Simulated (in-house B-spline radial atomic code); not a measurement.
A calculation on Pb IX (Pb8+): its settings, and results tabulated from the run. All numbers are computed (scalar-relativistic (X2C) BHandHLYP, spin-polarised, spherical fractional occupations, exact exchange averaged over the configuration; Fermi nucleus of rms radius 5.5012 fm) with a radial B-spline atomic code at the basis-set limit, not measured.

Command:
```bash
python run_scf.py task.json out
```
Settings (nuclear radius in fm, mass in u):
```
Z                82
configuration    [Xe] 4f14 5d6
hamiltonian      x2c
method           bhandhlyp
spin_polarised   True
nucleus          fermi
rms_radius       5.5012
atomic_mass      207.97665
speed_of_light   137.035999084
exact_exchange   averaged over the configuration
```

Output (hartree, bohr):
```
 radial grid: 66 intervals, B-splines of order 8, outer radius 16.6667 bohr

 iter        energy (Eh)    residual
    1      -20860.178460    8.22e-01
    2      -20866.649842    2.93e-01
    3      -20868.531399    7.60e-02
    4      -20868.587688    2.64e-02
    5      -20868.595454    6.39e-03
    6      -20868.595885    1.09e-03
    7      -20868.595900    1.40e-04
    8      -20868.595900    9.01e-06
    9      -20868.595900    1.50e-06
   10      -20868.595900    2.99e-08

 total energy                    -20868.59590
 kinetic                           24296.6623
 electron-nucleus                 -52511.8228
 Hartree                            7737.1698
 exact exchange                     -192.4678
 exchange-correlation               -198.1374

 orbital      occ     eigenvalue          <r>       <r^2>       <1/r>       r_max
 1s up      1.000     -3243.3256    0.0151835 0.000327103     113.514    0.008835
 1s down    1.000     -3243.3259    0.0151835 0.000327102     113.514    0.008835
 2s up      1.000      -586.7018    0.0666863  0.00533327     26.7731     0.05695
 2s down    1.000      -586.6731    0.0666853  0.00533313     26.7737     0.05695
 2p up      3.000      -506.5076    0.0607585  0.00453337     21.2883      0.0469
 2p down    3.000      -506.4795    0.0607569  0.00453315     21.2889      0.0469
 3s up      1.000      -145.6291     0.173809   0.0347089      9.5852      0.1612
 3s down    1.000      -145.6182     0.173799   0.0347041     9.58557      0.1612
 3p up      3.000      -122.3325     0.175403   0.0358041     8.14578      0.1608
 3p down    3.000      -122.3198     0.175388   0.0357974     8.14619      0.1608
 3d up      5.000       -97.3356     0.159877   0.0299289     7.49847      0.1313
 3d down    5.000       -97.3102     0.159892   0.0299342     7.49763      0.1313
 4s up      1.000       -37.1805     0.384009     0.16655     3.99683      0.3627
 4s down    1.000       -37.1473     0.384096    0.166607     3.99481      0.3628
 4p up      3.000       -29.4326     0.408134    0.189419     3.46851      0.3815
 4p down    3.000       -29.3997     0.408182    0.189418     3.46683      0.3816
 4d up      5.000       -20.0886     0.430072    0.213487     3.08316      0.3885
 4d down    5.000       -20.0428     0.430273    0.213613     3.08057      0.3888
 5s up      1.000       -10.1475     0.847732    0.802493     1.64485      0.7898
 5s down    1.000        -9.9457     0.842571    0.793223     1.66027      0.7859
 5p up      3.000        -7.8842     0.946679     1.00368     1.41183      0.8725
 5p down    3.000        -7.6201     0.943049    0.997192     1.42126      0.8682
 4f up      7.000        -9.8632     0.451605    0.243378     2.68164      0.3502
 4f down    7.000        -9.8286     0.449863    0.241001      2.6878      0.3501
 5d up      5.000        -5.0963      1.13917     1.46493     1.14021       1.021
 5d down    1.000        -4.9337      1.14729     1.48951     1.13491       1.021
```

Cost of the run: 0.55 s on 1 thread of Arm Neoverse V2 (shared host).

One-electron X2C: radii and densities carry no picture-change correction, so inner-shell <1/r> comes out high (for 1s by about 2 % at Z = 33, 5 % at 54, 10 % at 75, 30 % at 118) and <r> low.
